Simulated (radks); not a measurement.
Values are calculated unless marked as measured or tabulated.
Problem. All-electron atom: neutral nickel in [Ar] 3d8 4s2. Code: a radial shooting solver on a logarithmic mesh with Libxc functionals. Model: scalar-relativistic Kohn-Sham, PBE, spin-polarised, spherical densities, point nucleus; open shells are filled with parallel spins first. Some entries of the table are withheld. Estimate them.

orbital,occ.,eigenvalue (eV),<1/r> (bohr^-1)
1s down,1,-8212.078,28.09
1s up,1,-8212.077,28.09
2s up,1,-982.2384,6.068
2s down,1,-981.1303,6.073
2p up,3,-844.9547,5.955
2p down,3,-844.1207,5.959
3s up,1,-112.0668,1.920
3s down,1,-109.8046,1.916
3p up,3,-72.3764,(1)
3p down,3,-70.1620,(2)
3d up,5,-9.7669,1.372
3d down,3,-7.7918,1.343
4s up,1,-5.8102,0.4709
4s down,1,-5.4625,0.4571

Solution. 
(1) 3p up <1/r> (bohr^-1): 1.773
(2) 3p down <1/r> (bohr^-1): 1.767
